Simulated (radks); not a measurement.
Q: These are the eigenvalues of the occupied orbitals of an atom or ion with whole-number occupations (hartree). All-electron calculation, scalar-relativistic Kohn-Sham, exchange-only LDA, spin-polarised, spherical densities, point nucleus. Program: a radial shooting solver on a logarithmic mesh with Libxc functionals.

| orbital | eigenvalue |
|---|---|
| 1s up | -955.4034 |
| 1s down | -955.3212 |
| 2s up | -194.5850 |
| 2s down | -194.5015 |
| 2p up | -181.9902 |
| 2p down | -181.8941 |
| 3s up | -76.52946 |
| 3s down | -76.21135 |
| 3p up | -72.56182 |

Which element is it, and in what charge state? The configuration may be excited. Open shells, if any, are filled with parallel spins first.

A: Z = 46, palladium, charge +33: Pd33+ in [Ne] 3s2 3p1. The list shows which subshells hold electrons but not how many an open one holds; the 1s level, -955.4 hartree, gives Z - s = 43.7 by -(Z - s)^2/2, which with screening and relativity narrows Z to a few neighbours, and the depths of the outer levels then fix element, charge and occupations together.
